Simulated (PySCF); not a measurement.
Isomers of C7H16Ge.

All values: PBE0/def2-SVPD (PySCF) at PBE0-D3(BJ)/def2-SVP geometries, gas phase, one conformer each. Core orbitals are frozen in the response; Δα² is half the sum of the squared differences of the principal polarisabilities. The calculation is non-relativistic, for germanium too.

Task: Rank by HOMO–LUMO gap, highest first.
A. `[CH3:1][CH2:2][CH2:3][C@H:4]1[CH2:5][CH2:6][CH2:7][GeH2:8]1` with C1–C2–C3–C4 -179°, C2–C3–C4–C5 176°, C3–C4–C5–C6 165°, C4–C5–C6–C7 -53°, C5–C6–C7–Ge8 37°, C6–C7–Ge8–C4 -13°
B. `[CH3:1][CH2:2][C@H:3]1[CH2:4][CH2:5][CH2:6][GeH2:7][CH2:8]1` with C1–C2–C3–C4 173°, C2–C3–C4–C5 -169°, C3–C4–C5–C6 -68°, C4–C5–C6–Ge7 55°, C5–C6–Ge7–C8 -43°
C. `[CH3:1][CH2:2][C@@H:3]1[CH2:4][CH2:5][C@H:6]([GeH3:7])[CH2:8]1` with C1–C2–C3–C4 -67°, C2–C3–C4–C5 -129°, C3–C4–C5–C6 -21°, C4–C5–C6–Ge7 163°, C5–C6–C8–C3 -41°
D. `[CH3:1][CH2:2][C@@H:3]([CH3:4])[GeH:5]1[CH2:6][CH2:7][CH2:8]1` with C1–C2–C3–C4 176°, C2–C3–Ge5–C6 84°, C3–Ge5–C6–C7 133°, Ge5–C6–C7–C8 -22°, C6–C7–C8–Ge5 22°, C3–Ge5–C8–C7 -136°

Result: C (8.44 eV), B (8.13 eV), A (7.98 eV), D (7.80 eV).

Task: Rank by HOMO energy, lowest first.
A. `[CH3:1][CH2:2][C@@H:3]([CH3:4])[GeH:5]1[CH2:6][CH2:7][CH2:8]1` with C1–C2–C3–C4 176°, C2–C3–Ge5–C6 84°, C3–Ge5–C6–C7 133°, Ge5–C6–C7–C8 -22°, C6–C7–C8–Ge5 22°, C3–Ge5–C8–C7 -136°
B. `[CH3:1][CH2:2][C@@H:3]1[CH2:4][CH2:5][CH2:6][CH2:7][GeH2:8]1` with C1–C2–C3–C4 -175°, C2–C3–C4–C5 178°, C3–C4–C5–C6 69°, C4–C5–C6–C7 -67°, C5–C6–C7–Ge8 54°
C. `[CH3:1][CH2:2][C@@H:3]1[CH2:4][CH2:5][C@@H:6]([GeH3:7])[CH2:8]1` with C1–C2–C3–C4 -64°, C2–C3–C4–C5 -139°, C3–C4–C5–C6 -12°, C4–C5–C6–Ge7 -89°, C5–C6–C8–C3 -42°
D. `[CH3:1][CH2:2][CH:3]1[CH2:4][CH2:5][GeH2:6][CH2:7][CH2:8]1` with C1–C2–C3–C4 -168°, C2–C3–C4–C5 169°, C3–C4–C5–Ge6 56°, C4–C5–Ge6–C7 -42°, C5–Ge6–C7–C8 43°
E. `[CH3:1][CH2:2][C@@H:3]1[CH2:4][CH2:5][C@H:6]([GeH3:7])[CH2:8]1` with C1–C2–C3–C4 -67°, C2–C3–C4–C5 -129°, C3–C4–C5–C6 -21°, C4–C5–C6–Ge7 163°, C5–C6–C8–C3 -41°

Result: E (-8.01 eV), C (-7.83 eV), D (-7.48 eV), B (-7.36 eV), A (-7.20 eV).

All values together:

```csv
SMILES,μ (D),HOMO (eV),LUMO (eV),α (Å³),Δα (Å³),ΔSCF removal energy (eV)
CC[C@@H]1CC[C@H]([GeH3])C1,0.98,-8.01,0.43,17.05,5.88,9.70
CC[C@@H](C)[GeH]1[CH2]C[CH2]1,0.76,-7.20,0.60,17.08,5.00,8.85
CCC[C@H]1CC[CH2][GeH2]1,0.68,-7.46,0.52,16.92,4.45,9.20
CC[C@@H]1CC[C@@H]([GeH3])C1,0.92,-7.83,0.38,16.80,3.79,9.62
CCC1C[CH2][GeH2][CH2]C1,0.83,-7.48,0.60,16.74,4.72,9.23
CC[C@@H]1CCC[CH2][GeH2]1,0.84,-7.36,0.59,16.74,4.11,9.06
CC[C@H]1CC[CH2][GeH2][CH2]1,0.82,-7.53,0.60,16.77,4.07,9.23
```

Conformers: `[CH3:1][CH2:2][C@@H:3]1[CH2:4][CH2:5][C@H:6]([GeH3:7])[CH2:8]1` with C1–C2–C3–C4 -67°, C2–C3–C4–C5 -129°, C3–C4–C5–C6 -21°, C4–C5–C6–Ge7 163°, C5–C6–C8–C3 -41°; `[CH3:1][CH2:2][C@@H:3]([CH3:4])[GeH:5]1[CH2:6][CH2:7][CH2:8]1` with C1–C2–C3–C4 176°, C2–C3–Ge5–C6 84°, C3–Ge5–C6–C7 133°, Ge5–C6–C7–C8 -22°, C6–C7–C8–Ge5 22°, C3–Ge5–C8–C7 -136°; `[CH3:1][CH2:2][CH2:3][C@H:4]1[CH2:5][CH2:6][CH2:7][GeH2:8]1` with C1–C2–C3–C4 -179°, C2–C3–C4–C5 176°, C3–C4–C5–C6 165°, C4–C5–C6–C7 -53°, C5–C6–C7–Ge8 37°, C6–C7–Ge8–C4 -13°; `[CH3:1][CH2:2][C@@H:3]1[CH2:4][CH2:5][C@@H:6]([GeH3:7])[CH2:8]1` with C1–C2–C3–C4 -64°, C2–C3–C4–C5 -139°, C3–C4–C5–C6 -12°, C4–C5–C6–Ge7 -89°, C5–C6–C8–C3 -42°; `[CH3:1][CH2:2][CH:3]1[CH2:4][CH2:5][GeH2:6][CH2:7][CH2:8]1` with C1–C2–C3–C4 -168°, C2–C3–C4–C5 169°, C3–C4–C5–Ge6 56°, C4–C5–Ge6–C7 -42°, C5–Ge6–C7–C8 43°; `[CH3:1][CH2:2][C@@H:3]1[CH2:4][CH2:5][CH2:6][CH2:7][GeH2:8]1` with C1–C2–C3–C4 -175°, C2–C3–C4–C5 178°, C3–C4–C5–C6 69°, C4–C5–C6–C7 -67°, C5–C6–C7–Ge8 54°; `[CH3:1][CH2:2][C@H:3]1[CH2:4][CH2:5][CH2:6][GeH2:7][CH2:8]1` with C1–C2–C3–C4 173°, C2–C3–C4–C5 -169°, C3–C4–C5–C6 -68°, C4–C5–C6–Ge7 55°, C5–C6–Ge7–C8 -43°.

Task: By how much does the ΔSCF value exceed −ε(HOMO) over the species that have both?

Result: By 1.66 to 1.79 eV, 1.72 eV on average, over 7 species.
